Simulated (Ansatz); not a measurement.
An input meant for the cluster LiAl₃⁺ (charge 1, doublet).

```yaml
crystal:
  periodic: [false, false, false]
  atoms:
    - {symbol: Li, position_ang: [-1.478509, -0.851099, -1.058305]}
    - {symbol: Al, position_ang: [0.806278, -1.008091, 0.958386]}
    - {symbol: Al, position_ang: [-0.476746, 1.173819, 0.988981]}
    - {symbol: Al, position_ang: [1.148986, 0.685370, -0.889062]}
basis:
  gaussian: {orbitals: "6-31++G**"}
total_charge: 1
magnetization: {spin_polarized: true, initial_magnetization: 2}
hamiltonian: {xc: {name: wB97X}}
output: {forces: true}
```

```sh
$ ansatz run in.yaml --threads 4 --pin off --events-out ev --progress --plain --max-ram 3916MiB
```

Shortened log:

```
Error: a molecule whose nuclei and cores have a total charge of 42 cannot have a net charge of 1 together with 2 unpaired electrons
```

**Question.** Something in this input is off. What?

**Answer.** The number of unpaired electrons doesn't fit the electron count. The program refused the input.
